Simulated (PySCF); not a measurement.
One of the candidates below gave these computed data.

All candidates are C7H16Si.

| technique | computed result |
| --- | --- |
| NMR, other nuclei | isotropic shieldings of nuclei other than C and H, by class: 425 (1 Si) ppm [GIAO PBE0/pcSseg-1] |
| 1H NMR | chemical shifts (computed TMS as zero) by class: 1.23 (3 H), 1.23 (3 H), 1.22 (3 H), 0.85 (1 H), 0.80 (1 H), 0.57 (1 H), 0.12 (3 H), -0.13 (1 H) ppm [GIAO PBE0/pcSseg-1] |
| Dipole | 0.86 D [PBE0/pcSseg-1] |
| 13C NMR | chemical shifts (computed TMS as zero) by class: 22.7 (1 C), 22.0 (1 C), 19.6 (1 C), 19.2 (1 C), 10.6 (1 C), 9.9 (1 C), -14.0 (1 C) ppm [GIAO PBE0/pcSseg-1] |
| Rotational structure | rotational constants A, B, C: 2.524, 1.018, 0.966 GHz [GFN2-xTB] |

Electronic properties: PySCF, gas phase, density fitting. Levels stand in brackets. One conformer (not necessarily the lowest) at the GFN2-xTB geometry, without solvent, vibrations or thermal averaging. NMR values are class means; diastereotopic atoms form classes of their own.

**Question.** Which candidate is it?
A. `CC(C)[C@@H](C)[C@@H]1C[SiH2]1`
B. `CC(C)(C)[C@H]1CC[SiH2]1`
C. `CC[C@@H]1C[C@@]1([SiH3])CC`
D. `CCC[C@H]1CC[SiH2]C1`
E. `CC(C)[Si@@]1(C)C[C@@H]1C`

**Answer.** E. It is `CC(C)[Si@@]1(C)C[C@@H]1C`. Numbering: `[CH3:1][CH:2]([CH3:3])[Si@@:4]1([CH3:5])[CH2:6][C@@H:7]1[CH3:8]`. Its formula, C7H16Si, gives 1 degree of unsaturation: 1 ring and 0 π bonds in the structure found. 7 carbons fall into 7 classes; from least to most shielded: methyl carbon [C3] (22.7 ppm), methyl carbon [C1] (22.0 ppm), methyl carbon [C8] (19.6 ppm), chain sp3 carbon bound to silicon [C2] (19.2 ppm), ring sp3 carbon bound to silicon [C7] (10.6 ppm), ring sp3 carbon bound to silicon [C6] (9.9 ppm), Si-methyl carbon [C5] (-14.0 ppm). Hydrogen classes from least to most shielded: 3 H on a methyl carbon, C3 (1.23 ppm), 3 H on a methyl carbon, C1 (1.23 ppm), 3 H on a methyl carbon, C8 (1.22 ppm, a mean of values up to 1.2 ppm apart in this geometry), 1 H on an sp3 carbon bound to silicon, C7 (0.85 ppm), 1 H on an sp3 carbon bound to silicon, C6 (0.80 ppm), 1 H on an sp3 carbon bound to silicon, C2 (0.57 ppm), 3 H on an Si-methyl carbon, C5 (0.12 ppm, a mean of values up to 0.9 ppm apart in this geometry), 1 H on an sp3 carbon bound to silicon, C6 (-0.13 ppm). The other shieldings belong to: 425 ppm, four-coordinate silicon [Si4]. The optimised geometry has point group C1 and is an asymmetric top.

The others, at the same levels:
- `CC(C)(C)[C@H]1CC[SiH2]1` fails: it has 5 carbon classes against 7; its computed 13C shifts are 45.0 (1 C), 33.4 (1 C), 30.0 (3 C), 25.1 (1 C), 3.6 (1 C) ppm, 1H shifts are 4.80 (1 H), 4.69 (1 H), 2.31 (1 H), 2.21 (1 H), 2.07 (1 H), 1.38 (1 H), 1.11 (1 H), 0.90 (9 H) ppm and rotational constant A is 2.629 GHz (against 2.524 GHz).
- `CCC[C@H]1CC[SiH2]C1` fails: its computed 13C shifts are 46.9 (1 C), 45.6 (1 C), 40.2 (1 C), 27.1 (1 C), 17.4 (1 C), 16.0 (1 C), 10.1 (1 C) ppm, 1H shifts are 4.25 (1 H), 4.24 (1 H), 2.06 (1 H), 1.65 (1 H), 1.64 (1 H), 1.30 (1 H), 1.20 (1 H), 1.20 (1 H), 1.05 (3 H), 1.03 (1 H), 0.98 (1 H), 0.86 (1 H), 0.86 (1 H), 0.09 (1 H) ppm and rotational constant A is 4.051 GHz (against 2.524 GHz).
- `CC(C)[C@@H](C)[C@@H]1C[SiH2]1` fails: its computed 13C shifts are 47.0 (1 C), 40.8 (1 C), 24.6 (1 C), 21.6 (1 C), 17.3 (1 C), 15.8 (1 C), 2.6 (1 C) ppm, 1H shifts are 2.55 (1 H), 2.33 (1 H), 1.76 (1 H), 1.04 (3 H), 1.03 (1 H), 0.96 (3 H), 0.92 (3 H), 0.88 (1 H), 0.44 (1 H), 0.30 (1 H) ppm and smallest rotational constant is 0.895 GHz (against 0.966 GHz).
- `CC[C@@H]1C[C@@]1([SiH3])CC` fails: its computed 13C shifts are 38.5 (1 C), 31.0 (1 C), 28.6 (1 C), 22.7 (1 C), 17.6 (1 C), 16.6 (1 C), 13.0 (1 C) ppm, 1H shifts are 3.96 (3 H), 2.04 (1 H), 1.99 (1 H), 1.20 (3 H), 1.04 (3 H), 0.61 (1 H), 0.57 (1 H), 0.39 (1 H), 0.38 (1 H), 0.31 (1 H) ppm and rotational constant A is 1.807 GHz (against 2.524 GHz).

Each candidate is one conformer, not necessarily the lowest. The conformers computed, where there is a choice (atom-mapped SMILES and torsion angles):
- `[CH3:1][CH:2]([CH3:3])[Si@@:4]1([CH3:5])[CH2:6][C@@H:7]1[CH3:8]`: C1–C2–Si4–C5 -49°
- `[CH3:1][C:2]([CH3:3])([CH3:4])[C@H:5]1[CH2:6][CH2:7][SiH2:8]1`: C1–C2–C5–C6 180°
- `[CH3:1][CH:2]([CH3:3])[C@@H:4]([CH3:5])[C@@H:6]1[CH2:7][SiH2:8]1`: C1–C2–C4–C5 -52°, C2–C4–C6–C7 156°
- `[CH3:1][CH2:2][C@@H:3]1[CH2:4][C@@:5]1([SiH3:6])[CH2:7][CH3:8]`: C1–C2–C3–C4 160°, C4–C5–C7–C8 150°

The conformers of `CCC[C@H]1CC[SiH2]C1` aren't listed.
